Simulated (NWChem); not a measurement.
# GeS, singlet; SMILES [S]=[Ge]

```xyz
2

Ge     0.0000     0.0000    -0.6727
S      0.0000     0.0000     1.3454
```
Atoms are numbered in this order, from 1.

Computed with NWChem. Pople sets run with spherical d functions. Medium grid unless said otherwise, to which SCAN and Minnesota functionals are sensitive. Low-valent species are run as closed-shell singlets; no triplet was tried in these runs. All runs use the structure optimised with PBE0/def2-SVP.

### Question
Order these by “orbital gap (eV)”, lowest first: BLYP/6-31G*; LC-wPBE (HJS exchange hole, range parameter 0.4 per bohr)/6-31G*; B3LYP/6-31G*; MN15/6-31G*.

### Answer
BLYP/6-31G* (3.71), B3LYP/6-31G* (5.13), MN15/6-31G* (6.64), LC-wPBE (HJS exchange hole, range parameter 0.4 per bohr)/6-31G* (10.12)
